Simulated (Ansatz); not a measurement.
Basis-set series for C4H7B, SMILES `C#CB(C)C`. The species carries charge 0 and has multiplicity 1. All single points use the PBE0-D4/def2-TZVP geometry.

```csv
functional,basis,functions,energy (Eh),HOMO (eV),LUMO (eV)
PBE0-D4,def2-TZVPP,253,-181.27797,-7.77,-1.41
PBE0-D4,def2-QZVPP,495,-181.28839,-7.79,-1.43
ωB97M-V,def2-TZVPP,253,-181.41414,-10.03,0.63
ωB97M-V,def2-QZVPP,495,-181.42383,-10.04,0.59
```

**Question.** Give the rows for def2-SVP. (Best estimate.)

**Answer.** The calculation gave: 
```tsv
functional	basis	functions	energy (Eh)	HOMO (eV)	LUMO (eV)
PBE0-D4	def2-SVP	105	-181.07977	-7.70	-1.31
ωB97M-V	def2-SVP	105	-181.20409	-9.95	0.77
```

Positive LUMOs are unbound and depend on the basis.

Program: Ansatz 0.2.0.
